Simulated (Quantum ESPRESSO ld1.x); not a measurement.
Task: All-electron atom: the technetium ion Tc1.6+ in [Kr] 4d5 5s0.4 (fractional occupations, a model configuration). Calculated with ld1.x of Quantum ESPRESSO 7.5: Dirac Kohn-Sham, LDA (Slater exchange, VWN5 correlation), spin-unpolarised, spherical densities, point nucleus; open shells fill j = l - 1/2 first. Some entries of the table are withheld. Estimate them.

| orbital | occ. | eigenvalue (hartree) | <r> (bohr) |
|---|---|---|---|
| 1s1/2 | 2 | -765.9514 | (1) |
| 2s1/2 | 2 | -109.6770 | 0.1494 |
| 2p1/2 | 2 | -101.2403 | 0.1272 |
| 2p3/2 | 4 | -96.9016 | 0.1318 |
| 3s1/2 | 2 | -19.4654 | 0.4160 |
| 3p1/2 | 2 | (2) | 0.4096 |
| 3p3/2 | 4 | (3) | 0.4203 |
| 3d3/2 | 4 | -9.7314 | (4) |
| 3d5/2 | 6 | -9.5917 | (5) |
| 4s1/2 | 2 | -3.1597 | 1.057 |
| 4p1/2 | 2 | -2.2077 | (6) |
| 4p3/2 | 4 | -2.0977 | (7) |
| 4d3/2 | 4 | -0.7122 | (8) |
| 4d5/2 | 1 | -0.7010 | (9) |
| 5s1/2 | 0.4 | -0.5829 | 2.883 |

Result: 
(1) 1s1/2 <r> (bohr): 0.03432
(2) 3p1/2 eigenvalue (hartree): -16.2207
(3) 3p3/2 eigenvalue (hartree): -15.4946
(4) 3d3/2 <r> (bohr): 0.3973
(5) 3d5/2 <r> (bohr): 0.4008
(6) 4p1/2 <r> (bohr): 1.151
(7) 4p3/2 <r> (bohr): 1.181
(8) 4d3/2 <r> (bohr): 1.635
(9) 4d5/2 <r> (bohr): 1.653
